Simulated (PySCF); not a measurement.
# Excitation energy of Te by level of theory

Te [Kr] 4d10 5s2 5p4 (3P) → Te [Kr] 4d10 5s2 5p3 6s1 (5S), as a difference of total energies. Computed with PySCF 2.14 in aug-cc-pVDZ-PP with ECP28MDF, with scalar relativity through the core potential. Correlated levels: valence: 4s2 4p6 4d10 frozen. The calculations carry no spin-orbit coupling.

```tsv
method	excitation energy (eV)	error (eV)
UHF	4.756	-0.470
MP2 (valence)	4.855	-0.371
SCS-MP2 (valence)	4.984	-0.242
CCSD (valence)	4.893	-0.333
CCSD(T) (valence)	4.893	-0.333
CCSDT (valence)	4.894	-0.332
```

Reference: 5.226 eV (measured; NIST levels, between the centres of gravity of the two terms).

Errors of the correlated levels include the incompleteness of this basis and the frozen core.
